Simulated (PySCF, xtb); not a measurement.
C₃H₃BF₂O, SMILES FB(F)C1=CCO1.

The structure is a stationary point at PBE-D3(BJ)/def2-SVP. This is a generated structure with no PubChem entry under its InChIKey; it may be hypothetical. One conformer was computed; it need not be the lowest.

The numbers are results of IEF-PCM-PBE0/def2-SVP run with PySCF 2.14.0, not measurements.

The values are the electrostatic part of the solvation free energy, E(continuum) − E(gas) at the gas-phase geometry, in a cavity of scaled van der Waals radii (PySCF's table); cavitation and dispersion terms are not included. In vacuum the orbital gap is 5.53 eV. The dipole moment in vacuum is 2.86 D.

### Question
Estimate the values in water (ε = 78.36), ethanol (ε = 24.85), diethylether (ε = 4.24). (An estimate is asked for; the answer gives what the named calculation found.)

### Answer

```tsv
solvent	ε	ΔG(elec) (kcal/mol)	dipole (D)	gap (eV)
water	78.36	-4.3	3.66	5.53
ethanol	24.85	-4.1	3.62	5.53
diethylether	4.24	-2.9	3.39	5.53
```

For comparison, GFN2-xTB/ALPB(water) (xtb, at the GFN2-xTB geometry, all terms of that model) gives -2.6 kcal/mol.
